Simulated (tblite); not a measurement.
Run record: tight-binding relaxation, `ClB1BOC[C@@H](C2CC2)O1`.

Computed with GFN2-xTB geometry optimisation, gas phase (tblite 0.8.0). Start geometry: from a force field or distance geometry. The command runs a driver script over a list of jobs; the input below is this job's line of settings and its coordinates in Å.

Command:
```bash
OMP_NUM_THREADS=1 python probes_run.py task.json out
```

Input:
```
{"job": {"kind": "relax", "xc": "GFN2-xTB", "basis": "xTB"}, "charge": 0, "multiplicity": 1}
Cl     1.901400    -0.080700    -3.341700
B      1.675900     0.367700    -1.571900
B      2.884700    -0.020100    -0.479600
O      2.543500    -0.000100     0.910500
C      1.216300    -0.112600     1.179800
C      0.209400    -0.061200     0.118300
C     -1.092700     0.403900     0.770600
C     -2.305900     0.548700    -0.079100
C     -2.208700    -0.601700     0.923200
O      0.374400     0.696300    -0.994000
H      3.970400    -0.301000    -0.818700
H      1.073600    -1.097300     1.715600
H      0.928800     0.647200     1.971400
H     -0.003600    -1.111400    -0.222700
H     -0.980500     1.216800     1.527100
H     -2.194600     0.273200    -1.119000
H     -3.062200     1.311300     0.214600
H     -2.787600    -0.482400     1.864100
H     -2.152300    -1.587500     0.454400
```

Output:
```
step      E/eV     max force
  0    -828.93323    4.444
  1    -829.60540    1.518
  2    -829.74472    0.953
  3    -829.85974    0.899
  4    -829.95544    0.756
  5    -830.02525    0.853
  6    -830.09799    0.737
  7    -830.14903    0.582
  8    -830.19844    0.490
  9    -830.23486    0.404
... (101 lines left out)
111    -830.68094    0.027
112    -830.68108    0.029
113    -830.68120    0.026
114    -830.68131    0.027
115    -830.68141    0.016
116    -830.68146    0.017
117    -830.68149    0.016
118    -830.68151    0.011
119    -830.68154    0.010
120    -830.68155    0.007
```

«max force» is the largest atomic force in eV/Å.

**Question.** From which step on does the largest force stay under 0.1 eV/Å, and how much energy is left to gain from there?

**Answer.** From step 100 (0.078 eV/Å), 9.4 meV above the end.

Main results: energy lowered by 40.3 kcal/mol over 120 steps; largest atomic force 0.007 eV/Å at the end.

Time: 0.73 s. Hardware: one thread of an AMD EPYC 9B45, no GPU, shared host with 96 logical CPUs at a one-minute load of 18.
Labels such as C1 count atoms from 1, the log's own numbers from 0.
